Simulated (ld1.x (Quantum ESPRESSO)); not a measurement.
The numbers below are computed, except where a source is named.
**Potentials for manganese compared**

Generated with ld1.x 7.5 (TM, RRKJ, ultrasoft, PAW), atompaw 4.2 or ONCVPSP 4.0.1. The cutoff is in Ry: for ld1.x and atompaw files where the sum of valence levels is converged to 10 mRy in a Bessel basis, for ONCV files where the hardest occupied wave has 1 mHa per electron of residual kinetic energy. The error is the largest all-electron minus pseudo excitation energy over each file’s own four to seven test configurations (ionisations up to +4, promotions, holes and added fractions of an electron), all of which were solved. The labels leave out finer settings (local radius, basis sizes, second energies), which also bear on the numbers. Spin-polarised tests are not counted. The rows are a selection from randomly drawn settings: files with unsolved tests, undetermined cutoffs or missed reference levels are left out.

A true bound ghost makes a file unfit for plane-wave use even where its test errors are small: the radial tests pick states by their node count and pass the ghost by.

| potential | cutoff (Ry) | largest error (meV) | bound ghosts |
| --- | --- | --- | --- |
| RRKJ, PBE, scalar-relativistic, rc 2.55/3.10/1.20 (spd), local s, core correction no, reference 3d5 4s1.75 4p0 | 110 | -323 | none |
| ultrasoft, LDA (PZ), scalar-relativistic, rc 2.55/3.60/1.40 (spd), local smoothed, core correction yes, reference 3d5 4s2 4p0 | 50 | -237 | none |

Fill in the row for Mn: ultrasoft, PBEsol, scalar-relativistic, rc 2.65/3.30/1.20 (spd), local smoothed, core correction yes, reference 3d6 4s1 4p0.

cutoff 70 Ry, largest error -788 meV, bound ghosts: s.

Fill in the row for Mn: TM, PBE, fully relativistic, rc 2.20/3.20/1.05 (spd), local s, core correction no, reference 3d5 4s1 4p1.

cutoff 180 Ry, largest error -416 meV, bound ghosts: none.

Fill in the row for Mn: RRKJ, PBE, scalar-relativistic, rc 2.10/2.80/1.75 (spd), local s, core correction yes, reference 3d5 4s2 4p0.

cutoff 55 Ry, largest error -372 meV, bound ghosts: none.
